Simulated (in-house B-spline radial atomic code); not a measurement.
Values are calculated unless marked as measured or tabulated.
# C6 from the polarisability at imaginary frequency: the lead ion Pb⁴⁺

B97-1 linear response of the closed shell [Xe] 4f14 5d10, from a B-spline radial code for spherical atoms; scalar-relativistic (spin-free one-electron X2C), finite nucleus, no spin-orbit coupling; shells from n = 3 respond.

The dispersion coefficient of two like species is C6 = (3/π) ∫ α(iu)² du from 0 to ∞.

```json
{"u (hartree)": "0", "α(iu) (bohr³)": "3.792"}
{"u (hartree)": "0.335", "α(iu) (bohr³)": "3.623"}
{"u (hartree)": "0.783", "α(iu) (bohr³)": "3.08"}
{"u (hartree)": "1.34", "α(iu) (bohr³)": "2.38"}
{"u (hartree)": "2.24", "α(iu) (bohr³)": "1.572"}
{"u (hartree)": "3.35", "α(iu) (bohr³)": "1.006"}
{"u (hartree)": "5.03", "α(iu) (bohr³)": "0.5891"}
{"u (hartree)": "7.83", "α(iu) (bohr³)": "0.312"}
{"u (hartree)": "11.2", "α(iu) (bohr³)": "0.1841"}
{"u (hartree)": "16.8", "α(iu) (bohr³)": "0.1005"}
{"u (hartree)": "28", "α(iu) (bohr³)": "0.04584"}
{"u (hartree)": "55.9", "α(iu) (bohr³)": "0.01479"}
```

Task: Fit one oscillator, α(iu) = α(0)/(1 + u²/ω²), through u = 3.35 and estimate C6.

Result: From α(0)/α(iu) − 1 = 3.792/1.006 − 1 = 2.7694, ω = u/√2.7694 = 2.0130 hartree (54.8 eV). London's formula gives C6 = (3/4) α(0)² ω = 0.75 × 3.792² × 2.0130 = 21.71 hartree·bohr⁶, and the oscillator holds f = α(0) ω² = 15.37 electrons, of a sum of oscillator strengths of 71.6.

Task: How does that compare with the full integral?

Result: The program's quadrature over all excitations gives C6 = 20.11, so the single oscillator is off by +7.9 %. At the last point the fit gives α = 0.00491 against 0.0148: higher excitations, and deeper shells where there are any, keep the true curve higher at large u.
